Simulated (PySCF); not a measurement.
C₅H₄F₄O₂.
Numbering: `[F:1][C@H:2]1[CH:3]=[C:4]([O:5][C:6]([F:7])([F:8])[F:9])[CH2:10][O:11]1` (hydrogens: H12 on C2; H13 on C3; H14, H15 on C10)

The same species was optimised twice, with GFN2-xTB and with PBE0-D3(BJ)/def2-SVP (PySCF), and the same property calculations (PySCF, gas phase) were run on both structures.

| coordinate | GFN2-xTB | PBE0-D3(BJ)/def2-SVP | change |
| --- | --- | --- | --- |
| O5–C6 (Å) | 1.331 | 1.358 | +0.027 |
| C4–O5 (Å) | 1.378 | 1.356 | -0.022 |
| F1–C2 (Å) | 1.392 | 1.375 | -0.017 |
| C10–O11 (Å) | 1.417 | 1.405 | -0.012 |
| C6–F9 (Å) | 1.338 | 1.326 | -0.012 |
| C6–F8 (Å) | 1.340 | 1.329 | -0.011 |
| C4–C10 (Å) | 1.504 | 1.494 | -0.010 |
| C6–F7 (Å) | 1.323 | 1.314 | -0.009 |
| C3=C4 (Å) | 1.325 | 1.332 | +0.007 |
| C2–C3 (Å) | 1.504 | 1.497 | -0.007 |
| C2–O11 (Å) | 1.380 | 1.385 | +0.005 |
| C4–O5–C6 (°) | 117.5 | 119.7 | +2.2 |
| F8–C6–F9 (°) | 105.9 | 107.8 | +1.9 |
| O5–C6–F9 (°) | 113.6 | 111.7 | -1.9 |
| F7–C6–F9 (°) | 107.4 | 109.3 | +1.9 |
| O5–C6–F7 (°) | 108.9 | 107.1 | -1.8 |
| F7–C6–F8 (°) | 107.3 | 109.0 | +1.7 |
| O5–C6–F8 (°) | 113.4 | 111.9 | -1.5 |
| C2–O11–C10 (°) | 109.7 | 110.9 | +1.2 |
| C3–C4–O5–C6 (°) | 2 | 9 | +7 |
| C4–O5–C6–F7 (°) | 180 | 179 | -1 |

Rotational constants: A = 2579, B = 620.7, C = 570.0 MHz (GFN2-xTB) against A = 2555, B = 620.7, C = 567.8 MHz (PBE0-D3(BJ)/def2-SVP). Point groups within 0.08 Å: C1 and C1.

On the GFN2-xTB structure: HOMO (eV) -8.18 [PBE0/pcSseg-1]; LUMO (eV) -0.53 [PBE0/pcSseg-1]; dipole (D) 1.37 [PBE0/pcSseg-1]; GIAO shielding of F1 (ppm) 291.8 [PBE0/pcSseg-1]; GIAO shielding of C2 (ppm) 66.0 [PBE0/pcSseg-1]; GIAO shielding of C3 (ppm) 74.8 [PBE0/pcSseg-1]; GIAO shielding of C4 (ppm) 24.3 [PBE0/pcSseg-1]; GIAO shielding of O5 (ppm) 170.9 [PBE0/pcSseg-1]; GIAO shielding of C6 (ppm) 56.8 [PBE0/pcSseg-1]; GIAO shielding of F7/F8/F9 (mean) (ppm) 246.7 [PBE0/pcSseg-1]; GIAO shielding of C10 (ppm) 111.5 [PBE0/pcSseg-1].

Q: What do these properties become on the PBE0-D3(BJ)/def2-SVP structure?

A: 
```csv
property,level,on GFN2-xTB,on PBE0-D3(BJ)/def2-SVP,change
HOMO (eV),PBE0/pcSseg-1,-8.18,-7.99,+0.19
LUMO (eV),PBE0/pcSseg-1,-0.53,-0.37,+0.16
dipole (D),PBE0/pcSseg-1,1.37,1.61,+0.24
"energy, GFN2-xTB geometry as zero (kcal/mol)",PBE0/pcSseg-1,0.0,-1.0,-1.0
GIAO shielding of F1 (ppm),PBE0/pcSseg-1,291.8,293.8,+2.0
GIAO shielding of C2 (ppm),PBE0/pcSseg-1,66.0,66.8,+0.8
GIAO shielding of C3 (ppm),PBE0/pcSseg-1,74.8,77.7,+2.9
GIAO shielding of C4 (ppm),PBE0/pcSseg-1,24.3,24.5,+0.2
GIAO shielding of O5 (ppm),PBE0/pcSseg-1,170.9,163.4,-7.5
GIAO shielding of C6 (ppm),PBE0/pcSseg-1,56.8,57.7,+0.9
GIAO shielding of F7/F8/F9 (mean) (ppm),PBE0/pcSseg-1,246.7,252.5,+5.8
GIAO shielding of C10 (ppm),PBE0/pcSseg-1,111.5,111.4,-0.1
```

The heavy atoms differ by 0.086 Å rms after alignment. Among bonds between heavy atoms O5–C6 changes most (+0.027 Å). Changes are differences of the printed values. Neither structure is proved a minimum here.

Shape of the structure used: `[F:1][C@H:2]1[CH:3]=[C:4]([O:5][C:6]([F:7])([F:8])[F:9])[CH2:10][O:11]1`: C3–C4–O5–C6 9°, C4–O5–C6–F7 179°.
